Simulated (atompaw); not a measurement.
# What one change does to a pseudopotential (oxygen (O), PAW (atompaw))

O (Z = 8), PAW, made with atompaw 4.2.0.5 (PBE, scalar-relativistic). Core [He], reference 2s2 2p3.5 (charge +0.5). Waves: 2s (bound): rc 0.90 bohr; 2s channel at -1.75 Ry: rc 0.90 bohr; 2p (bound): rc 1.85 bohr; 2p channel at -0.35 Ry: rc 1.85 bohr; 3d channel at 0.35 Ry: rc 1.85 bohr. Local part: troulliermartins scheme with l = 3 at 0.5 Ry, radius 1.55 bohr. Core correction: smooth core density matched at 1.20 bohr. Augmentation charge: besselshape compensation charge, radius 1.65 bohr; PAW radius 1.85 bohr; waves and projectors: custom rrkj vanderbiltortho.

Change: wave 2p channel at -0.35 Ry: rc 1.85 bohr becomes 2p channel at 0.96 Ry: rc 1.85 bohr.

Cutoffs: the cutoffs (Ry, on a coarse ladder) from which the occupation-weighted sum of valence levels, in a spherical-Bessel basis at the reference potential, stays within 10 and 1 mRy of its value at 400 Ry; they do not see the model core or the augmentation charge, which bear on the density cutoff.

What does the change do?

The potential gets neither clearly harder nor softer (21 Ry and 40 Ry → 21 Ry and 40 Ry); the s channel sets the loose cutoff, while the largest relative change is in p, which becomes softer; the range in which the p phases agree narrows (upper end at the end of the scan → 2.6); neither file shows a bound ghost.

```csv
quantity,base,changed
"cutoff, loose",21 Ry,21 Ry
"cutoff, tight",40 Ry,40 Ry
loose cutoff by channel (10 mRy a level),"s 15 Ry, p 18 Ry","s 15 Ry, p 15 Ry"
bound ghosts,none,none
s: phases at 1.86 bohr within 0.05 rad from the reference energy up to (Ry; the scan ends near 5),to the end of the scan,to the end of the scan
p: phases at 1.86 bohr within 0.05 rad from the reference energy up to (Ry; the scan ends near 5),to the end of the scan,2.6
d: phases at 1.86 bohr within 0.05 rad from the reference energy up to (Ry; the scan ends near 5),to the end of the scan,to the end of the scan
lowest overlap eigenvalue by channel,"s 0.61, p 0.79, d 1.00","s 0.61, p 0.24, d 1.00"
```

 The cutoffs see the waves, projectors and local potential, not the compensation charge or the core.
